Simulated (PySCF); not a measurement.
Match the calculated data to a structure.

All candidates are C8H8S.

| technique | computed result |
| --- | --- |
| Triplet | lowest triplet excitation (Tamm–Dancoff): 1.73 eV [TDA B3LYP/def2-SVPD] |
| 1H NMR | chemical shifts (computed TMS as zero) by class: 8.81 (2 H), 7.81 (1 H), 7.54 (2 H), 3.16 (3 H) ppm [GIAO HF/pcSseg-1] |
| 13C NMR | chemical shifts (computed TMS as zero) by class: 268.6 (1 C), 143.9 (1 C), 143.3 (1 C), 138.3 (2 C), 132.8 (2 C), 36.1 (1 C) ppm [GIAO HF/pcSseg-1] |
| Valence photoelectron | vertical ionisation energy: 8.16 eV [ΔSCF B3LYP/def2-SVPD] |
| NMR, other nuclei | isotropic shieldings of nuclei other than C and H, by class: -248 (1 S) ppm [GIAO HF/pcSseg-1] |
| UV, first state | lowest singlet excitation: 2.13 eV (582 nm, f = 0.000) [TDDFT B3LYP/def2-SVPD] |
| Polarisability | 122.0 au [B3LYP/def2-SVPD] |
| UV, strongest line | among the 10 lowest singlet transitions: S3 at 4.16 eV (298 nm, f = 0.249) [TDDFT B3LYP/def2-SVPD] |
| Rotational structure | rotational constants A, B, C: 3.001, 0.949, 0.725 GHz [PBE0-D3(BJ)/def2-SVP] |
| Dipole | 3.24 D [B3LYP/def2-SVPD] |

The electronic properties come from PySCF, for the isolated species, density fitting. Levels stand in brackets. Geometry: PBE0-D3(BJ)/def2-SVP, one conformer, isolated molecule. NMR classes are plain means over equivalent atoms (diastereotopic ones count apart unless rotation or inversion swaps them), as if these changed places fast.

Question: Which candidate is it?
A. `S[C@]12[C@H]3[C@@H]4C5[C@H]3[C@H]1[C@@H]5[C@@H]42`
B. `C=Cc1ccccc1S`
C. `CC(=S)[C@@]12[C@@H]3[C@H]4[C@@H]3[C@@H]1[C@H]42`
D. `CC(=S)c1ccccc1`

Answer: D. It is `CC(=S)c1ccccc1`. Numbering: `[CH3:1][C:2](=[S:3])[c:4]1[cH:5][cH:6][cH:7][cH:8][cH:9]1`. Its formula, C8H8S, gives 5 degrees of unsaturation: 1 ring and 4 π bonds in the structure found (Kekulé form). 8 carbons fall into 6 classes; from least to most shielded: thiocarbonyl carbon [C2] (268.6 ppm), aromatic CH carbon [C7] (143.9 ppm), substituted aromatic carbon [C4] (143.3 ppm), aromatic CH carbon [C5/C9] (138.3 ppm, 2 C, up to 6.6 ppm apart in this geometry), aromatic CH carbon [C6/C8] (132.8 ppm, 2 C), methyl carbon [C1] (36.1 ppm). Hydrogen classes from least to most shielded: 2 H on the ortho carbons, C5/C9 (8.81 ppm, a mean of values up to 1.4 ppm apart in this geometry), 1 H on the para carbon, C7 (7.81 ppm), 2 H on the meta carbons, C6/C8 (7.54 ppm), 3 H on a methyl carbon, C1 (3.16 ppm). The other shieldings belong to: -248 ppm, thiocarbonyl sulfur [S3]. S1 is mainly HOMO→LUMO (weight 0.99); the largest Löwdin shares of the orbital it empties are 0.74 on the thiocarbonyl sulfur, 0.10 on the thiocarbonyl carbon and 0.05 on the methyl carbon, of the orbital it fills 0.32 on the thiocarbonyl sulfur, 0.27 on the thiocarbonyl carbon, 0.08 on an aromatic CH carbon and 0.06 on an aromatic CH carbon. By its constants the optimised geometry is an asymmetric top.

The others, at the same levels:
- `S[C@]12[C@H]3[C@@H]4C5[C@H]3[C@H]1[C@@H]5[C@@H]42` fails: it has 4 carbon classes against 6; its computed 13C shifts are 49.6 (1 C), 47.5 (3 C), 42.9 (1 C), 39.3 (3 C) ppm, 1H shifts are 3.72 (1 H), 3.57 (3 H), 3.35 (3 H), 1.94 (1 H) ppm and lowest singlet excitation is 5.19 eV (239 nm, f = 0.013) (against 2.13 eV).
- `CC(=S)[C@@]12[C@@H]3[C@H]4[C@@H]3[C@@H]1[C@H]42` fails: its computed 13C shifts are 283.2 (1 C), 53.0 (2 C), 49.3 (1 C), 38.4 (1 C), 30.1 (1 C), 21.9 (2 C) ppm, 1H shifts are 3.02 (2 H), 2.91 (3 H), 2.61 (1 H), 2.33 (2 H) ppm and lowest singlet excitation is 2.63 eV (471 nm, f = 0.000) (against 2.13 eV).
- `C=Cc1ccccc1S` fails: it has 8 carbon classes against 6; its computed 13C shifts are 145.6 (1 C), 144.2 (1 C), 139.9 (1 C), 137.8 (1 C), 135.7 (1 C), 135.1 (1 C), 134.9 (1 C), 124.3 (1 C) ppm, 1H shifts are 7.73 (1 H), 7.71 (1 H), 7.43 (1 H), 7.42 (1 H), 7.10 (1 H), 5.91 (1 H), 5.64 (1 H), 3.23 (1 H) ppm and lowest singlet excitation is 4.25 eV (292 nm, f = 0.067) (against 2.13 eV).

Each candidate is one conformer, not necessarily the lowest. The conformers computed, where there is a choice (atom-mapped SMILES and torsion angles):
- `[CH3:1][C:2](=[S:3])[c:4]1[cH:5][cH:6][cH:7][cH:8][cH:9]1`: C1–C2–C4–C5 176°
- `[SH:1][C@:2]12[C@H:3]3[C@@H:4]4[C@@H:5]5[C@H:6]3[C@H:7]1[C@@H:8]5[C@H:9]24`: H–S1–C2–C3 63°
- `[CH3:1][C:2](=[S:3])[C@@:4]12[C@@H:5]3[C@H:6]4[C@@H:7]3[C@@H:8]1[C@@H:9]24`: C1–C2–C4–C5 0°
- `[CH2:1]=[CH:2][c:3]1[cH:4][cH:5][cH:6][cH:7][c:8]1[SH:9]`: C1–C2–C3–C4 35°, H–S9–C8–C7 -139°
